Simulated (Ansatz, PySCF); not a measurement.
KI, SMILES [K][I].

Coordinates come from a r2SCAN-D4/def2-TZVPD optimisation. The def2 effective core potentials stand for the cores of I; spin–orbit coupling is left out.

Vertical ionisation energy (IE) and electron affinity (EA) in eV. Rows of orbital energies are one-electron estimates. Where ΔSCF, EOM or ADC give a negative EA the extra electron is unbound and the value depends on the basis.

```csv
level,IE,EA
"−ε(HOMO), −ε(LUMO), HF/def2-TZVPD (PySCF)",7.79,0.47
"−ε(HOMO), −ε(LUMO), ωB97X/def2-TZVPD (PySCF)",7.59,0.23
"−ε(HOMO), −ε(LUMO), PBE/def2-TZVPD (PySCF)",4.48,2.05
"ΔSCF, CAM-B3LYP/def2-TZVPD (Ansatz), final states of multiplicity 2 and 2",7.72,0.73
"ΔSCF, PBE/def2-TZVPD (Ansatz), final states of multiplicity 2 and 2",7.72,0.75
```

What vertical singlet–triplet gap does ΔSCF give with CAM-B3LYP/def2-TZVPD (Ansatz, a first-principles code) and with PBE/def2-TZVPD (Ansatz)? (Estimate from the structure and the level; the computed values follow.)

3.76 and 3.71 eV (triplet above singlet where positive).
